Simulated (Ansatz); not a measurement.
## Pulling the pair apart

The pair of Ag⁺ (SMILES [Ag+], atom 1) and NH3 (SMILES N, atoms 2–5), both closed shells, in one local arrangement (a lower one may exist), relaxed at PBE0-D4/def2-TZVP:

| atom | x (Å) | y (Å) | z (Å) |
| --- | --- | --- | --- |
| Ag1 | 0.0256 | 0.0668 | -1.9700 |
| N2 | -0.0027 | -0.0071 | 0.2107 |
| H3 | -0.9417 | -0.1567 | 0.5697 |
| H4 | 0.5783 | -0.7601 | 0.5690 |
| H5 | 0.3405 | 0.8572 | 0.6207 |

NH3 is shifted rigidly along the line between the mean atom positions of the two fragments (negative: closer). Counterpoise interaction energies in kJ/mol. Computed with Ansatz 0.2.0 (basis: def2-TZVPPD); correlated methods freeze the cores. Filled d shells of the heavier atoms are correlated. Core potentials replace the inner electrons of the atoms past krypton. B3LYP uses VWN-RPA correlation.

| shift (Å) | wB97M-V | r2SCAN-D4 | B3LYP-D4 |
| --- | --- | --- | --- |
| -0.22 | -160.7 | -195.2 | -174.7 |
| -0.11 | -182.1 | -211.8 | -195.3 |
| 0.00 | -188.7 | -214.8 | -201.5 |
| 0.11 | -186.4 | -209.7 | -199.1 |
| 0.26 | -174.9 | -195.5 | -188.0 |
| 0.55 | -144.5 | -162.1 | -158.0 |
| 1.09 | -91.5 | -105.7 | -103.6 |
| 2.18 | -38.9 | -49.3 | -45.8 |

(1) What does CCSD(T) give at these shifts? (To be estimated.)

No T1 diagnostic of these runs exceeds 0.015.

## Answers

(1) Computed: -151.0, -172.5, -179.2, -176.8, -165.3, -135.6, -85.1, -37.0 kJ/mol. For zero shift, CCSD(T) at an estimated basis limit (MP2 extrapolated from triple and quadruple zeta, plus CCSD(T) − MP2 in triple zeta) gives -193.5 kJ/mol. These are counterpoise interaction energies, counted from the two frozen fragments.

For scale, one of the runs: CCSD(T)/def2-TZVPPD, 144 basis functions, launched by `ansatz run in.yaml --threads 2 --pin off --events-out ev --progress --plain --max-ram 5222MiB`. Hardware: 2 CPU threads of an Arm Neoverse V1, shared host. Wall time 12 s; peak host memory 0.74 GiB.
